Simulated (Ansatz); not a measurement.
Two members of one family (Series CuX(PH3)), computed with Ansatz in the gas phase. The two geometries come from different levels. Binding counts from free atoms in the multiplicity of their measured ground term, without zero-point energy. Names give formal oxidation states. A dash marks a value that wasn't run or was left out as unsound. The structures are stationary points that may keep the symmetry of their start.

First: Cu(PH3)(NH2) (singlet, charge 0, PBE-D4/def2-TZVP geometry).

```xyz
8

Cu    0.521    0.164    0.024
P    -1.404   -0.761   -0.103
H    -2.302   -0.608    0.991
H    -1.593   -2.164   -0.284
H    -2.300   -0.337   -1.125
N     2.206    0.856    0.132
H     2.463    1.485   -0.632
H     2.408    1.364    0.996
```

| level | HOMO (eV) | LUMO (eV) | gap (eV) | vertical IE (eV) | vertical triplet (eV) | binding per atom (eV) |
| --- | --- | --- | --- | --- | --- | --- |
| PBE-D4/def2-TZVP | -4.18 | -1.38 | 2.80 | 7.49 | 3.66 | 2.86 |
| r2SCAN-D4/def2-TZVP | -4.34 | -1.16 | 3.17 | 7.34 | 3.61 | 2.82 |
| PBE0-D4/def2-TZVP | -5.26 | -0.54 | 4.71 | 7.33 | 3.73 | 2.76 |
| HSE06-D4/def2-TZVP | -4.85 | -0.92 | 3.94 | – | – | 2.76 |
| ωB97X-V/def2-TZVP | -7.60 | 1.55 | 9.15 | – | – | 2.83 |

Metal–donor distances: 1 × P 2.14 Å, 1 × N 1.83 Å.

Second: Cu(PH3)(SiH3) (singlet, charge 0, B3LYP-D4/def2-SVP geometry).

Cartesian coordinates in Å:
```
Cu 0.0209 0.0123 0.0061
P -1.5668 -0.6902 -1.4813
H -2.9211 -0.2977 -1.3007
H -1.7982 -2.0810 -1.6559
H -1.4544 -0.3465 -2.8551
Si 1.6086 0.7103 1.5152
H 1.8305 2.1993 1.5421
H 2.9819 0.1358 1.2833
H 1.2987 0.3577 2.9462
```

Q: Estimate how these quantities change from the first to the second (second minus first).

A: 
```csv
level,Δ HOMO (eV),Δ LUMO (eV),Δ gap (eV),Δ vertical IE (eV),Δ vertical triplet (eV),Δ binding per atom (eV)
PBE-D4/def2-TZVP,-1.11,-0.41,0.70,0.66,0.11,-0.20
r2SCAN-D4/def2-TZVP,-1.05,-0.43,0.62,0.74,0.05,-0.13
PBE0-D4/def2-TZVP,-0.87,-0.40,0.47,0.72,0.12,-0.14
HSE06-D4/def2-TZVP,-0.88,-0.40,0.47,–,–,-0.14
ωB97X-V/def2-TZVP,-0.67,-0.45,0.22,–,–,-0.13
```

Metal–donor distances: 1 × P 2.29 Å, 1 × Si 2.30 Å.
